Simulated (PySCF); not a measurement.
Broadened absorption spectrum of C6H8AlPS

Compound: C6H8AlPS.
Bonds: Al1–P2, P2–C3, C3–C4 (aromatic), C4–C5 (aromatic), C5–S6 (aromatic), S6–C7 (aromatic), P2–C8, C8–C9 (double), P2–C9, C3–C7 (aromatic). Hydrogens: H10, H11, H12 on Al1; H13 on C4; H14 on C5; H15 on C7; H16 on C8; H17 on C9.

The calculation used PySCF, TDDFT CAM-B3LYP/def2-SVPD, vertical, gas phase, core orbitals frozen in the response. One conformer (not necessarily the lowest) at the PBE0-D3(BJ)/def2-SVP geometry, without solvent, vibrations or thermal averaging. Torsions of this conformer, `[AlH3-:1][P+:2]1([c:3]2[cH:4][cH:5][s:6][cH:7]2)[CH:8]=[CH:9]1`: Al1–P2–C3–C4 -174°.

Broadening: Gaussians 0.3 eV wide at half height, area fixed by f = 4.319×10⁻⁹ ∫ε dν̃. The width is an assumption, not a result. The curve ends short of the highest state used, and states not computed would add to its high-energy end.

```csv
E (eV),ε (L mol⁻¹ cm⁻¹)
4.78,7
4.80,12
4.82,20
4.84,33
4.86,53
4.88,82
4.90,125
4.92,186
4.94,270
4.96,382
4.98,527
5.00,709
5.01,815
5.03,1057
5.05,1337
5.07,1651
5.09,1989
5.11,2338
5.13,2681
5.15,3002
5.17,3280
5.19,3498
5.21,3644
5.23,3708
5.25,3691
5.27,3597
5.29,3440
5.31,3238
5.33,3012
5.35,2787
5.37,2585
5.39,2426
5.40,2368
5.42,2302
5.44,2305
5.46,2379
5.48,2519
5.50,2715
5.52,2957
5.54,3234
5.56,3537
5.58,3862
5.60,4209
5.62,4581
5.64,4988
5.66,5439
5.68,5945
5.70,6511
5.72,7142
5.74,7833
5.76,8577
5.78,9363
5.80,10178
5.81,10594
5.83,11439
5.85,12304
```

Q: Locate the maxima and give the states behind the curve.

A: 237 nm (5.24 eV), ε about 3700, made up of S1 (99%) (ε in L mol⁻¹ cm⁻¹; maxima over ε = 5, shares over 10%). At its high-energy end, 5.85 eV, the curve is still rising (ε about 12000, from S5 and S6). The states used: S1 5.23 eV (f 0.041); S2 5.60 eV (f 0.026); S3 5.61 eV (f 0.0064); S4 5.74 eV (f 0.0054); S5 5.87 eV (f 0.100); S6 6.11 eV (f 0.250); S7 6.32 eV (f 0.047); S8 6.36 eV (f 0.040); S9 6.43 eV (f 0.072); S10 6.45 eV (f 0.016).

Q: On this curve, what absorbance would a 10⁻⁵ mol/L sample give at 222 nm over a 1 cm path?

A: 222 nm is 5.585 eV, where ε is about 3900 L mol⁻¹ cm⁻¹, so A = ε c l ≈ 0.039 (Beer–Lambert, with the gas-phase spectrum and the assumed width).

Q: What would ε be at 5.24 eV, the highest of these maxima, with half the width (0.15 eV)?

A: About 7260 L mol⁻¹ cm⁻¹ against 3710, a factor of about 1.96; a lone state at its own centre would give exactly 2.

Q: Coming from long wavelengths, where does ε first pass 100 L mol⁻¹ cm⁻¹?

A: At about 254 nm (4.89 eV), 0.34 eV below S1.

All these states lie below the vertical ionisation energy of 9.18 eV (ΔSCF).

On an Arm Neoverse V2 with one thread, no GPU, shared host with 96 logical CPUs at a one-minute load of 36, this took 9.7 min wall and 1.4 GiB of memory at its peak.
